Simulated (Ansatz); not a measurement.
`[F][SbH][F]` + `[AlH3]` → `[F][SbH][AlH2]` + H–F at 298.15 K and 1 bar (formal exchange of groups at the Sb–F bond).

Isolated molecules relaxed with PBE0-D4/def2-TZVP in Ansatz; ΔE leaves out vibrations. CCSD(T)/CBS adds triple-zeta CCSD(T) − MP2 to the extrapolated MP2 energy (def2 sets, frozen cores). This one scheme is used for every species. def2 core potentials past Kr. For Sb outer-core shells are correlated without core-valence functions, which leaves a few kJ/mol of doubt a bond.

```
         species  CCSD(T)/CBS energy (Eh)  H − E (kJ/mol)  S (J/(mol·K))
   `[F][SbH][F]`               -440.24478            41.1          290.1
        `[AlH3]`               -243.78045            58.9          207.5
`[F][SbH][AlH2]`               -583.62706            75.1          332.8
             H–F               -100.39570            33.5          173.6
```

H − E and S are ideal-gas, rigid-rotor, harmonic terms from PBE0-D4/def2-TZVP, for one conformer and one mirror image of each species. 1 Eh = 2625.50 kJ/mol, R = 8.31446 J/(mol·K).

**Question.** By hand: ΔE, ΔH, ΔS and ΔG.

**Answer.** ΔE = (-583.62706) + (-100.39570) − (-440.24478) − (-243.78045) = 0.00247 Eh = 6.5 kJ/mol. Δ(H − E) = 75.1 + 33.5 − 41.1 − 58.9 = 8.6, so ΔH = 15.1 kJ/mol. ΔS = 332.8 + 173.6 − 290.1 − 207.5 = 8.8 J/(mol·K). ΔG = 15.1 − 298.15 × (8.8)/1000 = 12.5 kJ/mol.

**Question.** By hand: the equilibrium constant, and the temperature at which ΔG would vanish if ΔH and ΔS stayed fixed.

**Answer.** log₁₀ K = −ΔG/(RT ln 10) = -2.2. ΔG = 0 at ΔH/ΔS = 1716 K, though so small a ΔS makes that figure unsure.

The number of gas molecules stays the same, so ΔS is small and ΔH decides. A doubt of 5 kJ/mol in ΔE shifts log₁₀ K by 0.9 here. Other conformers and mirror images would add mixing entropy, several J/(mol·K) or more a flexible species. These are equilibria of isolated gas molecules and say nothing of rates. Largest T1 diagnostic: 0.015 (customary marks: 0.02 for closed shells, 0.045 for open ones).
